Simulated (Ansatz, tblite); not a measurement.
Cost and result up the ladder for the cluster Li6H5 (the lowest doublet isomer of a short search) (11 atoms). The state is a doublet with charge 0. Geometry: r2SCAN-D4/def2-TZVP.

```xyz
11

Li   -1.0364   -1.2879    1.2079
Li   -1.2046   -1.0902   -1.2469
Li    1.3392    1.4555    1.3656
Li   -1.1799    1.0673    0.1666
Li    1.1546    1.6709   -1.2792
Li    1.0798   -0.6531   -0.1270
H     2.2058    0.8118   -0.0853
H    -2.2140   -0.4459    0.1145
H     0.0778    0.1560    1.3945
H    -0.1111    0.3778   -1.3508
H    -0.1113   -2.0623   -0.1598
```

Ansatz on 4 threads of Arm Neoverse V2 on a shared host; xTB runs through tblite on one thread. Times are rough, summed over both states, and most runs start from the orbitals of an earlier one. PBE0-D4/def2-TZVP serves as the yardstick here, not as an exact answer. The other state is a singlet.

The xTB rows come from tblite. The structure comes from a short search, and lower isomers may exist.

Raw xTB energies of ions are shifted by several eV, and xTB has no spin-polarisation term.

```csv
level,functions,wall time,vertical IE (eV),difference from PBE0-D4/def2-TZVP (eV)
GFN1-xTB,34,0.008 s,11.22,6.46
PBE-D4/def2-TZVP,114,1.9 s,4.78,0.01
PBE0-D4/def2-TZVP (with forces),114,3 s,4.77,0.00
r2SCAN-D4/def2-TZVP,114,3.8 s,4.70,-0.07
```
